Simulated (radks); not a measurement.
The tantalum ion Ta15+, configuration [Kr] 4d10 4f11 5s1. Calculated with a radial shooting solver on a logarithmic mesh with Libxc functionals: scalar-relativistic Kohn-Sham, LB94 model potential, spin-polarised, spherical densities, finite nucleus; open shells are filled with parallel spins first (spin-orbit coupling, left out, can overturn this in heavy ions); Fermi nuclear charge, rms radius 5.3507 fm. Some entries of the table are withheld. Estimate them.

| orbital | occ. | eigenvalue (eV) | <r> (bohr) | r(max) (bohr) |
|---|---|---|---|---|
| 1s up | 1 | -67928.63 | 0.01864 | 0.01167 |
| 1s down | 1 | -67928.30 | 0.01864 | 0.01167 |
| 2s up | 1 | -11972.87 | 0.07882 | 0.06679 |
| 2s down | 1 | -11972.78 | 0.07882 | 0.06679 |
| 2p up | 3 | -10543.42 | 0.07041 | 0.05469 |
| 2p down | 3 | -10543.36 | 0.07041 | 0.05469 |
| 3s up | 1 | -3013.520 | 0.2044 | 0.1886 |
| 3s down | 1 | -3013.308 | 0.2044 | 0.1886 |
| 3p up | 3 | -2587.764 | 0.2044 | 0.1864 |
| 3p down | 3 | -2587.510 | 0.2043 | 0.1864 |
| 3d up | 5 | -2089.455 | 0.1851 | 0.1517 |
| 3d down | 5 | -2089.289 | 0.1850 | 0.1517 |
| 4s up | 1 | -877.5131 | 0.4555 | 0.4273 |
| 4s down | 1 | -874.4530 | 0.4559 | 0.4274 |
| 4p up | 3 | -736.9378 | 0.4821 | 0.4474 |
| 4p down | 3 | -734.0820 | 0.4828 | 0.4476 |
| 4d up | 5 | -556.4623 | 0.5097 | (1) |
| 4d down | 5 | -553.8352 | 0.5107 | (2) |
| 5s up | 1 | -365.4607 | 0.9438 | 0.9085 |
| 5s down | 0 | -364.3315 | 0.9432 | 0.9086 |
| 4f up | 7 | -354.1115 | 0.5470 | 0.4237 |
| 4f down | 4 | -351.8103 | 0.5487 | 0.4242 |

Answer. 
(1) 4d up r(max) (bohr): 0.4573
(2) 4d down r(max) (bohr): 0.4578
